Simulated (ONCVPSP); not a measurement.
# nickel, ONCV: configuration errors across variants

ONCVPSP 4.0.1 input, shortened (lines: element, Z, core and valence counts, functional; n l f; lmax; l rc ep ncon nbas qcut; lloc lpopt rc5 dvloc0; l nproj debl; icmod fcfact rcfact), LDA (Perdew-Zunger), fully relativistic:

```
  Ni 28.00    3    3        3      upf
    1    0    2.00
    2    0    2.00
    2    1    6.00
    3    0    2.00
    3    1    6.00
    3    2    7.00
    2
    0    1.05    0.00    3    6   11.80
    1    0.95    0.00    4    7   17.70
    2    1.00    0.00    5    9   14.00
    4    5    0.60   -1.00
    0    3    3.40
    1    2    1.40
    2    2    1.70
    4    0.55    0.00
```

Open shells are filled in proportion to 2j + 1.

In the s channel the program set the typed energies aside and used -5.514, 0.250, 3.650 Ha. In the p channel the program set the typed energies aside and used -4.037, 0.250 Ha (j = l + 1/2; the other j can differ). In the d channel the program set the typed energies aside and used -1.737, 0.250 Ha (j = l + 1/2; the other j can differ).

All-electron excitation energies from the reference (eV): (1) 3s2 3p6 3d8 4s2 -65.058; (2) 3s2 3p6 3d8 4s1 -55.457; (3) 3s2 3p6 3d8 -37.798; (4) 3s2 3p6 3d6 57.866.

1 further variants failed, have other tests or too few solved ones, and are left out.

Errors AE − PS in meV (a dash: test not solved or not reliable):

| change | (1) | (2) | (3) | (4) | bound ghosts | GHOST(+) flags above zero |
| --- | --- | --- | --- | --- | --- | --- |
| base | -2.1 | -0.8 | +2.6 | +9.0 | none | s |
| s: ncon 5, nbas 8 | -1.6 | -0.6 | +2.2 | +7.8 | none | s |
| local potential polynomial inside 0.60 bohr (lpopt 5, dvloc0 -0.5 Ha) | -2.1 | -0.8 | +2.6 | +9.0 | none | s |
| local potential polynomial inside 0.90 bohr (lpopt 2, dvloc0 0 Ha) | -2.2 | -0.9 | +2.3 | +8.6 | none | none |

Problem. Give the same row for: d: nbas 8.

Solution. -2.2, -0.9, +2.3, +7.7; bound ghosts: none; GHOST(+) flags above zero: s.
